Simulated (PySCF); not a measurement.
## How methods differ on the ionisation energy of Tl⁺

Tl⁺ [Xe] 4f14 5d10 6s2 (1S) → Tl²⁺ [Xe] 4f14 5d10 6s1 (2S), as a difference of total energies. All numbers are calculated (PySCF 2.14, the spin-free X2C one-electron Hamiltonian (Gaussian nucleus), in ANO-RCC-VTZP (8s7p5d3f2g, 93 functions)). Correlated levels: valence: [Xe] 4f14 5d10 frozen. The calculations carry no spin-orbit coupling.

```csv
method,ionisation energy (eV),error (eV)
UHF,18.365,-2.063
MP2 (valence),18.899,-1.529
SCS-MP2 (valence),19.005,-1.423
CCSD (valence),19.088,-1.340
```

Reference: 20.428 eV (measured; NIST Atomic Spectra Database, ionization energies).

Errors of the correlated levels include the incompleteness of this basis and the frozen core.

With two correlated electrons CCSD is exact in that space.
